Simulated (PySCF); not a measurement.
Trend along the second period: MO cations

PBE0 with triple-zeta basis sets in PySCF, for the lowest determinant that a PBE0 search found; no spin–orbit coupling. De refers to high-spin ground-configuration atoms (the charge goes to the atom of lower measured ionisation energy or higher electron affinity, which is not always the lowest computed limit). A positive dipole points towards O; it is taken about the centre of mass and depends on that origin.

```
 M        basis  charged atom  state (unpaired electrons)  Re (Å)  ωe (cm⁻¹)  De (eV)  μ (D)
Be      cc-pVTZ           Be+               doublet (π ↑)   1.418       1289     3.85  -7.45
 B  def2-TZVPPD            B+      singlet (closed shell)   1.185       1973     3.86  -5.90
 C      cc-pVTZ            C+               doublet (σ ↑)   1.107       2331     8.62  -2.75
 N  def2-TZVPPD            O+      singlet (closed shell)   1.054       2529    10.94  -0.37
 O  def2-TZVPPD            O+               doublet (π ↑)   1.098       2129     6.84    n/a
```

The shortest bond is that of NO⁺ (1.054 Å), the longest that of BeO⁺ (1.418 Å).

The rows differ in basis set, which adds steps of its own.

The state changes along the series, so neighbouring rows are not always alike in their bonding.

For an ion De counts to the pair picked by the measured ionisation energies or electron affinities, which need not be the lowest pair at this level. States were picked by a PBE0 search and need not be the measured ground states.
